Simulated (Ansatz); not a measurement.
Reaction (ligand exchange at the In–S bond): `C[S][InH2]` + CH₃OH → `C[O][InH2]` + CH₃SH

Program: Ansatz. Geometries: PBE0-D4/def2-TZVP. ΔE: electronic, gas phase. CCSD(T)/CBS is the MP2 limit (def2-TZVPP, def2-QZVPP) plus CCSD(T) − MP2 in def2-TZVPP, frozen cores. This one scheme is used for every species. Functionals use def2-TZVPP. Elements past krypton have def2 core potentials. For In outer-core shells are correlated without core-valence functions, which leaves a few kJ/mol of doubt a bond.

```csv
species,B97M-V energy (Eh)
`C[S][InH2]`,-629.37904
CH₃OH,-115.74555
`C[O][InH2]`,-306.47810
CH₃SH,-438.62614
```

**Question.** Work out ΔE.

**Answer.** ΔE = (-306.47810) + (-438.62614) − (-629.37904) − (-115.74555) = 0.02035 Eh = +12.8 kcal/mol. CCSD(T)/CBS gives +13.5 kcal/mol.

Largest T1 diagnostic among the species: 0.017.

At CCSD(T), def2-SVP lies −1.4 kcal/mol from the extrapolated value and def2-TZVPP −0.3 kcal/mol. From BLYP to BHLYP (50 % exact exchange), in def2-TZVPP and without D4, ΔE moves by +2.5 kcal/mol. Leaving LDA and LC-ωPBE aside and taking each functional with its dispersion term where it has one, the values, not all of them listed here, spread over 3.8 kcal/mol, from BLYP-D4 to HSE06-D4.
